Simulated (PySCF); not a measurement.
C4H9FSi, SMILES C[SiH2]/C(F)=C/C.

The structure is a stationary point at ωB97X-D3(BJ)/def2-SVP. The structure was generated by enumeration; whether it is a known compound was not checked. One conformer was computed; it need not be the lowest.

Two levels are set side by side: PBE/def2-TZVP (PySCF) and CAM-B3LYP/def2-TZVP (PySCF). Same geometry, gas phase. Differences are taken from unrounded values.

| quantity | PBE |
|---|---|
| orbital gap (eV) | 5.02 |
| highest occupied level (eV) | -6.00 |
| lowest empty level (eV) | -0.98 |
| dipole moment (D) | 1.08 |
| mean polarisability (bohr³) | 80.6 |

Question: These are the PBE values. What does CAM-B3LYP give? (An estimate is asked for; the answer gives what the named calculation found.)

Answer: 
```csv
quantity,CAM-B3LYP,PBE minus CAM-B3LYP
orbital gap (eV),9.59,-4.58
highest occupied level (eV),-8.52,2.52
lowest empty level (eV),1.07,-2.05
dipole moment (D),1.25,-0.17
mean polarisability (bohr³),76.9,3.7
```

PBE's occupied levels lie high since its potential decays too fast outside the molecule; exact exchange lowers them and widens the gap. Loosely held outer electrons make PBE densities more polarisable. Differences between two approximate levels are no errors against the true value.

Rough cost on one machine, each run with all the roots and properties that it gave: CAM-B3LYP against PBE within a factor of 2.
